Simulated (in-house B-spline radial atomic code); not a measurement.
**Response and correlation of Te VII (Te6+)**

Closed shell [Kr] 4d10. Computed with a B-spline radial code for spherical atoms: Dirac-Hartree-Fock, relativistic RPA (time-dependent Dirac-Hartree-Fock) for the response and second-order many-body perturbation theory for correlation, no-pair Dirac-Coulomb Hamiltonian, finite nucleus.

Command:
```bash
python run_mb.py task.json out
```
Settings (nuclear radius in fm, box in bohr, cutoff in hartree):
```
basis_form          2
Z                   52
core_configuration  [Kr] 4d10
rms_radius          4.7423
mass_number         130
speed_of_light      137.036
box_radius          9.487
lmax                7
intervals           62
virtual_cutoff      67600.0
```

Run time, properties included: 10 s on 1 thread of Arm Neoverse V2 (shared host).

```
multipole (bohr³, bohr⁵, bohr⁷)  uncoupled  coupled RPA
                         dipole      1.478            ?
                     quadrupole     1.5222       1.7787
                       octupole     3.2338       3.8441
```

Q: What is the coupled dipole polarisability?

A: 1.2957 atomic units, -12 % against the uncoupled value.

Q: Which subshells carry the dipole polarisability?

A: 4d5/2 58.3 %, 4d3/2 37.6 %, 4p3/2 2.3 %.

Q: What does the dipole shielding factor come to?

A: The dipole shielding factor is 0.885, against the exact N/Z = 46/52 = 0.885 of the non-relativistic theorem.

Dipole polarisability at imaginary frequency:

| u (Eh) | α(iu) (bohr³) |
| --- | --- |
| 0 | 1.296 |
| 0.926 | 1.176 |
| 2.78 | 0.7128 |
| 5.56 | 0.3329 |
| 9.26 | 0.1601 |
| 18.5 | 0.05534 |
| 37 | 0.01873 |
| 92.6 | 0.003973 |

Q: What dispersion coefficients follow for two such ions (the dispersion part alone)?

A: C6 = (3/π)∫α(iu)²du = 3.967 hartree·bohr⁶ and C8 = 27.18 hartree·bohr⁸.

Lowest J = 1 odd-parity excitations:

```csv
energy (eV),oscillator strength,leading channel,weight
52.697,0.0104,4d5/2 → p3/2,0.478
54.259,0.869,4d3/2 → p1/2,0.618
55.377,0.118,4d3/2 → p3/2,0.777
68.059,0.00431,4d5/2 → f5/2,0.631
71.382,0.0281,4d3/2 → f5/2,0.419
81.054,4.92,4d5/2 → f7/2,0.516
84.984,0.197,4d5/2 → p3/2,0.913
86.081,0.295,4d3/2 → p1/2,0.81
```

Second-order correlation energy by the highest angular momentum of the excited pair (hartree): s -0.02511, p -0.2266, d -0.6684, f -1.074, g -0.3572, h -0.1581, i -0.07251, k -0.03721.

Q: What is the second-order correlation energy at the partial-wave limit?

A: The listed waves sum to -2.6188 hartree; extrapolating the increments as (l + 1/2)⁻⁴ gives -2.6948 hartree, -1.59 eV per electron.
